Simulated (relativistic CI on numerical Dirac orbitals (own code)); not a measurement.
**Ru⁶⁺: 4s photoemission**

Computed with this model: Dirac-Coulomb-Breit CI, KLI orbitals optimised for each configuration, model QED (radiative potential, 1s self-energy scaled to tabulated hydrogen-like ionisation energies), multiplet model of photoemission in the sudden approximation, unscaled Slater integrals; configurations [Kr] 4d2 → [Ar] 3d10 4s 4p6 4d2; 80 K; Lorentzian 1.4 eV and Gaussian 0.6 eV FWHM. Energies are those of the free ion, without screening or charge transfer. The energies are binding energies and can lie tens of eV above those of solids. Without intra-shell correlation the exchange splitting of an s hole comes out too large, often by half or more. S is read from ⟨S²⟩ = S(S + 1).

Field parameters in Wybourne normalisation: Td as Oh with Dq negative (B⁴₀ = 21Dq, B⁴₄ = √(5/14) B⁴₀). The field is a parameter set, without covalency.

Computed curve for Td, 10Dq = -17100 cm⁻¹, scaled to 100 at the maximum (points under 2 are left out and the grid is thinned):

| Energy (eV) | Intensity |
| --- | --- |
| 171.0 | 2.0 |
| 171.4 | 2.3 |
| 171.8 | 2.7 |
| 172.2 | 3.3 |
| 172.6 | 3.9 |
| 173.0 | 4.8 |
| 173.4 | 6.1 |
| 173.8 | 8.0 |
| 174.2 | 10.9 |
| 174.6 | 15.6 |
| 175.0 | 23.9 |
| 175.4 | 39.4 |
| 175.8 | 66.2 |
| 176.2 | 94.9 |
| 176.6 | 95.1 |
| 177.0 | 66.6 |
| 177.4 | 40.0 |
| 177.8 | 24.9 |
| 178.2 | 17.0 |
| 178.6 | 12.7 |
| 179.2 | 9.1 |
| 179.6 | 8.0 |
| 180.0 | 7.7 |
| 180.4 | 8.1 |
| 180.8 | 9.5 |
| 181.2 | 12.5 |
| 181.6 | 18.4 |
| 182.0 | 29.1 |
| 182.4 | 42.4 |
| 182.8 | 47.5 |
| 183.2 | 38.9 |
| 183.6 | 25.5 |
| 184.0 | 15.6 |
| 184.4 | 10.1 |
| 184.8 | 7.0 |
| 185.2 | 5.1 |
| 185.6 | 3.9 |
| 186.0 | 3.1 |
| 186.4 | 2.6 |
| 186.8 | 2.1 |

The ground state has S = 1.00, and the centroid lies at 178.51 eV.
